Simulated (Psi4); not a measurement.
Interaction energy of BF3 ··· Li+ (SMILES FB(F)F and [Li+]) (charge +1). Monomers: optimised at B3LYP-D3(BJ) (def2-TZVP), held rigid. Orientation: lowest of the rigid-body minima from ten starts at GFN2-xTB (searched outside a hard wall at short contacts). Only R, the distance of the centres of mass, is varied, so the lowest point isn't the relaxed dimer. The shortest distances reach bonding range, where SAPT0 and rigid monomers are unreliable.

Computed with: PBE0/def2-TZVP, counterpoise-corrected (Psi4); wB97X-V/def2-TZVP, counterpoise-corrected (Psi4).

Interaction energies in kcal/mol:

```tsv
R / Å	PBE0/def2-TZVP
3.08	-12.79
3.31	-12.59
3.45	-11.41
3.75	-8.56
4.07	-6.14
4.56	-3.80
5.27	-2.11
6.26	-1.09
7.59	-0.54
```

Task: What does wB97X-V/def2-TZVP give at the same points?

Result: 3.08: -12.48; 3.31: -12.52; 3.45: -11.40; 3.75: -8.60; 4.07: -6.18; 4.56: -3.84; 5.27: -2.14; 6.26: -1.11; 7.59: -0.55 (kcal/mol).
